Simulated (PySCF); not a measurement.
C2H6F2Ge. Atoms are numbered in the order given.

```xyz
11

Ge     0.4944    -0.3197     0.0000
F      0.8252     0.6983     1.3699
F      0.8252     0.6983    -1.3699
C     -1.3909    -0.7196     0.0000
C     -2.2246     0.5668     0.0000
H      1.5358    -1.4388     0.0000
H     -1.6051    -1.3409    -0.8855
H     -1.6051    -1.3409     0.8855
H     -2.0024     1.1783    -0.8880
H     -3.3025     0.3427     0.0000
H     -2.0024     1.1783     0.8880
```
Charge 0, spin multiplicity 1.

Geometry optimised at ωB97X-D3(BJ)/def2-SVP. Other conformers were not sampled.

Level of theory: TDDFT-CAM-B3LYP/def2-SVPD in PySCF.

Vertical excitations.  State labels are in the subgroup Cs.

| state | symmetry | energy (eV) | λ (nm) | f | main pairs |
|---|---|---|---|---|---|
| S1 | A" | 8.02 | 155 | 0.002 | HOMO→LUMO+1 95 % |
| S2 | A' | 8.16 | 152 | 0.001 | HOMO→LUMO 68 %, HOMO→LUMO+2 24 % |
| S3 | A' | 8.52 | 146 | 0.049 | HOMO→LUMO+2 69 %, HOMO→LUMO 26 % |
| S4 | A' | 9.20 | 135 | 0.430 | HOMO→LUMO+3 87 % |
| S5 | A" | 9.54 | 130 | 0.000 | HOMO−1→LUMO 90 % |
| S6 | A' | 9.66 | 128 | 0.088 | HOMO→LUMO+4 54 %, HOMO−2→LUMO 24 % |
| S7 | A" | 9.78 | 127 | 0.002 | HOMO−2→LUMO+1 50 %, HOMO−3→LUMO 17 % |
| S8 | A' | 9.91 | 125 | 0.099 | HOMO−2→LUMO 34 %, HOMO→LUMO+4 30 %, HOMO−2→LUMO+2 15 % |
| S9 | A" | 10.04 | 123 | 0.006 | HOMO→LUMO+6 64 %, HOMO−3→LUMO 11 % |
| S10 | A' | 10.04 | 123 | 0.028 | HOMO−1→LUMO+1 75 % |
| T1 | A' | 7.63 | 163 | 0 | HOMO→LUMO 53 %, HOMO→LUMO+3 23 % |
| T2 | A" | 7.66 | 162 | 0 | HOMO→LUMO+1 91 % |
| T3 | A' | 7.96 | 156 | 0 | HOMO→LUMO+2 51 %, HOMO→LUMO+3 27 % |
| T4 | A' | 8.36 | 148 | 0 | HOMO→LUMO 32 %, HOMO→LUMO+2 32 %, HOMO→LUMO+3 13 %, HOMO→LUMO+4 7 % |
Triplets are in the Tamm–Dancoff approximation, which puts them higher than full response would, so one can lie above its singlet here.
